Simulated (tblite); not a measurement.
Distances in Å between the heavy atoms of a computed structure (GFN2-xTB; lower triangle, same order across):
```
C1    0.00
C2    1.20  0.00
C3    2.64  1.45  0.00
O4    3.46  2.34  1.20  0.00
O5    3.37  2.29  1.32  2.23  0.00
Si6   5.03  3.90  2.63  2.93  1.68  0.00
C7    5.85  4.73  3.44  3.35  2.92  1.90  0.00
C8    5.89  4.96  4.04  4.66  2.75  1.89  3.17  0.00
Si9   5.82  5.12  4.56  5.38  3.36  3.20  4.88  1.90  0.00
```

Hydrogens: 1 on C1, 1 on Si6, 3 on C7, 2 on C8, 3 on Si9.

Neutral, closed shell.

(1) Read off the bonds between heavy atoms and their formal orders.

(2) Which species is it?

(3) Classify the heavy atoms.

## Answers

(1) C1–C2 (triple); C2–C3 (single); C3–O4 (double); C3–O5 (single); O5–Si6 (single); Si6–C7 (single); Si6–C8 (single); C8–Si9 (single).

(2) `C#CC(=O)O[SiH](C)C[SiH3]`, C5H10O2Si2. The mark at the stereocentre is left out: distances alone don't tell a structure from its mirror image. Among its features: alkyne, Si–H bond and C–Si bond.

(3) C1: terminal alkyne carbon; C2: alkyne carbon; C3: carbonyl carbon; O4: carbonyl oxygen; O5: oxygen singly bound to a carbonyl carbon; Si6: oxygen-bound silicon; C7: Si-methyl carbon; C8: sp3 carbon bound to silicon; Si9: SiH3 silicon.

Shape of the structure used: `[CH:1]#[C:2][C:3](=[O:4])[O:5][Si@@H:6]([CH3:7])[CH2:8][SiH3:9]`: C2–C3–O5–Si6 180°, C3–O5–Si6–C7 65°, O5–Si6–C8–Si9 53°.
